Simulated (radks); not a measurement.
Initial-state core-level shifts of the magnesium ion Mg+ when its valence configuration changes from [Ne] 3s1. Calculated with a radial shooting solver on a logarithmic mesh with Libxc functionals: scalar-relativistic Kohn-Sham, PBE, spin-polarised, spherical densities, finite nucleus; open shells are filled with parallel spins first; Fermi nuclear charge, rms radius 3.057 fm. Shifts are changes of the shell-averaged eigenvalues in eV (positive: less bound); the change of the density at the nucleus, which sets a Mossbauer isomer shift, is in e/bohr^3, on a base of 1162.

\begin{tabular}{lrrrr}
valence & 1s & 2s & 2p & density at nucleus \\ \hline
3p1 & -1.842 & -1.815 & -1.795 & -2.2233 \\
3s0.5 3p0.5 & -0.923 & -0.911 & -0.901 & -1.1083 \\
\end{tabular}
